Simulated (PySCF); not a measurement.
Species: C2H6N2Si.
Bonds: N1–C2 (triple), C2–C3, C3–Si4, Si4–N5. Hydrogens: H6, H7 on C3; H8, H9 on Si4; H10, H11 on N5.

Lines to be assigned: C 1s: 291.76 (area 1), 292.28 (area 1) eV; N 1s: 404.84 (area 1), 405.09 (area 1) eV; Si 1s: 1847.30 eV; Si 2p3/2: 107.45 eV.

Computed, not measured: delta-SCF UKS SCAN, pcX-2 on the ionised atom, pcseg-1 elsewhere, spin-free X2C (PySCF). Geometry: PBE0-D3(BJ)/def2-SVP, one conformer, isolated molecule.

Which carbon gives which C 1s line?

291.76 eV: C3 (sp3 carbon bound to silicon); 292.28 eV: C2 (nitrile carbon). The listed C 1s values span 0.52 eV, from C3 (bonded to C, 2 H and Si) to C2 (bonded to N (triple bond) and C). Summing the Pauling electronegativity differences to the bonded atoms, each weighted by its formal bond order, gives -1.35 for the lowest site and +1.47 for the highest.

Order the nitrogen atoms by N 1s binding energy.

404.84 eV: N1 (nitrile nitrogen); 405.09 eV: N5 (silicon-bound nitrogen). Lowest listed N 1s: N1, bonded to C (triple bond). Highest, 0.25 eV above it: N5, bonded to 2 H and Si.

Bonded neighbours of each site: N1: C (triple bond); C2: N (triple bond) and C; C3: C, 2 H and Si; Si4: N, C and 2 H; N5: 2 H and Si.

Which photon energy gives electrons from Si 1s of Si4 a kinetic energy of 20 eV, and what is their de Broglie wavelength?

hν = 1847.30 + 20 = 1867.30 eV, recoil neglected; λ = 12.264 Å/√(E/eV) = 2.74 Å.

2p3/2 and 2p1/2 are the ΔSCF energy of one spin-free 2p hole plus the eigenvalues of a spin–orbit and ligand-field matrix of the shell. 2p1/2 minus 2p3/2 (ligand field included): Si 0.62 eV.

Hardware: an Arm Neoverse V1 with one thread, shared host. Cost: 43 s of wall time.

Shape of the structure used: `[N:1]#[C:2][CH2:3][SiH2:4][NH2:5]`: C2–C3–Si4–N5 -52°, H–N5–Si4–C3 -161°, H–N5–Si4–C3 58°.
